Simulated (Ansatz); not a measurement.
The same atomization along the group O, S, Se.

Gas-phase electronic energies from Ansatz, PBE0-D4/def2-TZVP geometries. CBS: MP2 limit from def2 TZ/QZ plus the TZ coupled-cluster correction, frozen cores. This one scheme is used for every species, atoms too. DFT in def2-TZVPP. Open shells (•) are unrestricted, without spin–orbit coupling. Spin–orbit coupling would lower the free atoms: a little for C, O, S, Si; clearly for Ge, Se. For Ge, Se outer-core shells are correlated without core-valence functions, so the limit isn't a true one: a few kJ/mol of doubt a bond, and 10 to 20 or more in all where bonds break to atoms. Scalar relativity is left out up to krypton.

| reaction | HF/CBS(def2) (kJ/mol) | r2SCAN-D4 (kJ/mol) |
| --- | --- | --- |
| `[SiH3][GeH]1[CH2][O]1` → C• + Ge• + 6 H• + O• + Si• | 2228 | 3197 |
| `[SiH3][GeH]1[CH2][S]1` → C• + Ge• + 6 H• + S• + Si• | 2234 | 3115 |
| `[SiH3][GeH]1[CH2][Se]1` → C• + Ge• + 6 H• + Se• + Si• | 2186 | 3061 |

Problem. Give the CCSD(T)/CBS values in the same order. (An estimate is asked.)

Solution. Ansatz gave: 3196, 3111, 3065 kJ/mol.

Largest T1 diagnostic: 0.015, for `[SiH3][GeH]1[CH2][O]1`.

For atomizations the MP2-based limit and the directly extrapolated one differ by several kJ/mol either way, and by 10 to 25 for some Ge, Se and Sn compounds, so smaller differences from it don't rank the levels.
